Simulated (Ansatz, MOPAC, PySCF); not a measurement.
Process, species as SMILES: [se]1c[c]c(c1)I → c1[se][c]cc1I

Quantity: isomerisation energy (enthalpy at 298 K), in kcal/mol. Terms: valence correlation only (noble-gas shells and the d and f shells of earlier blocks); spin-orbit terms left out; UHF or UKS for open shells; six Cartesian d functions in 6-31G* and its kin unless marked 5d; no dispersion term unless named; STO-3G and 3-21G all-electron and non-relativistic; def2 sets with scalar-relativistic core potentials past Kr; LANL2DZ with its own core potentials from Na on. Ab initio and DFT rows: single points at B3LYP-D3(BJ) geometries (Ansatz, a quantum-chemistry and plane-wave program), with unscaled harmonic terms from B3LYP/6-31G* (LANL2DZ past Ar) (Ansatz) at its own minima. Semi-empirical rows: MOPAC heats of formation at their own minima for 298 K. A UHF reference is markedly spin-contaminated in at least one set, which strains HF and MP2.

```csv
level,program,isomerisation energy (enthalpy at 298 K) (kcal/mol)
PM3,MOPAC,7.0
HF/3-21G,Ansatz,2.5
PBE/3-21G,Ansatz,4.2
PBE/LANL2DZ,Ansatz,3.4
BP86/6-31G* with LANL2DZ past Ar (5d),PySCF,3.6
B3LYP/STO-3G,Ansatz,1.0
B3LYP/3-21G,Ansatz,3.9
B3LYP/6-31G* with LANL2DZ past Ar,Ansatz,3.3
PBE0/6-31G* with LANL2DZ past Ar,Ansatz,3.4
B2PLYP-D3(BJ)/def2-TZVPD,Ansatz + dftd3,2.7
```

No value to compare with is used here. The 9 habitual levels span 1.0 (B3LYP/STO-3G) to 7.0 kcal/mol (PM3); B2PLYP-D3(BJ)/def2-TZVPD gives 2.7.

The levels are drawn from those run, B3LYP/6-31G* more often than the rest, none by its result; left out are runs that failed, that the program found above a lower state of the same kind, or whose <S^2> lies over 0.5 above the pure value.
